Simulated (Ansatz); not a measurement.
`C[CH2][Ge][Cl]` → `[Cl][GeH]` + `C=C` at 298.15 K and 1 bar (β-hydride elimination).

Calculated with Ansatz (gas phase, PBE0-D4/def2-TZVP geometries, no zero-point term in ΔE). CCSD(T)/CBS is the MP2 limit (def2-TZVPP, def2-QZVPP) plus CCSD(T) − MP2 in def2-TZVPP, frozen cores. This one scheme is used for every species. For Ge outer-core shells are correlated without core-valence functions, which leaves a few kJ/mol of doubt a bond. Scalar relativity is left out up to krypton. Each species was taken in one conformer, which may not be the lowest.

```
         species  CCSD(T)/CBS energy (Eh)  H − E (kJ/mol)  S (J/(mol·K))
`C[CH2][Ge][Cl]`              -2615.03092           190.2          345.6
     `[Cl][GeH]`              -2536.49422            29.1          264.4
           `C=C`                -78.48111           144.6          218.9
```

H − E and S are ideal-gas, rigid-rotor, harmonic terms from PBE0-D4/def2-TZVP, for one conformer and one mirror image of each species. 1 Eh = 2625.50 kJ/mol, R = 8.31446 J/(mol·K).

Problem. By hand: ΔE, ΔH, ΔS and ΔG.

Solution. ΔE = (-2536.49422) + (-78.48111) − (-2615.03092) = 0.05559 Eh = 146.0 kJ/mol. Δ(H − E) = 29.1 + 144.6 − 190.2 = -16.5, so ΔH = 129.5 kJ/mol. ΔS = 264.4 + 218.9 − 345.6 = 137.7 J/(mol·K). ΔG = 129.5 − 298.15 × (137.7)/1000 = 88.4 kJ/mol.

Problem. By hand: the equilibrium constant, and the temperature at which ΔG would vanish if ΔH and ΔS stayed fixed.

Solution. log₁₀ K = −ΔG/(RT ln 10) = -15.5. ΔG = 0 at ΔH/ΔS = 940 K.

The number of gas molecules changes by +1, which sets the sign of ΔS. A doubt of 5 kJ/mol in ΔE shifts log₁₀ K by 0.9 here. Other conformers and mirror images would add mixing entropy, several J/(mol·K) or more a flexible species. Modes under 60 cm⁻¹, often nearly free rotors, make the harmonic entropy too high. These are equilibria of isolated gas molecules and say nothing of rates. Largest T1 diagnostic: 0.013 (customary marks: 0.02 for closed shells, 0.045 for open ones).
